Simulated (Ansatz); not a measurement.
`[F][SnH3]` and `[Cl][SnH3]` differ in one element.

Ansatz, PBE0-D4/def2-TZVP geometries, multiplicity 1. 

Elements past krypton have def2 core potentials.

| property | `[F][SnH3]` |
| --- | --- |
| HOMO energy (PBE/def2-TZVPP) / eV | -7.88 |
| LUMO energy (PBE0/def2-TZVPP) / eV | -0.83 |
| LUMO energy (PBE/def2-TZVPP) / eV | -1.62 |
| size of the dipole moment (ωB97M-V/def2-TZVPP) / D | 2.75 |
| HOMO–LUMO gap (ωB97M-V/def2-TZVPP) / eV | 12.31 |
| LUMO energy (ωB97M-V/def2-TZVPP) / eV | 0.68 |

**Question.** Give the same properties after the change, and the shifts. (Estimate.)

**Answer.** Computed: 
```tsv
property	`[Cl][SnH3]`	shift
HOMO energy (PBE/def2-TZVPP) / eV	-7.27	0.61
LUMO energy (PBE0/def2-TZVPP) / eV	-0.87	-0.04
LUMO energy (PBE/def2-TZVPP) / eV	-1.70	-0.08
size of the dipole moment (ωB97M-V/def2-TZVPP) / D	2.51	-0.24
HOMO–LUMO gap (ωB97M-V/def2-TZVPP) / eV	11.63	-0.68
LUMO energy (ωB97M-V/def2-TZVPP) / eV	0.76	0.08
```

Dipoles are sizes alone; their direction can turn.
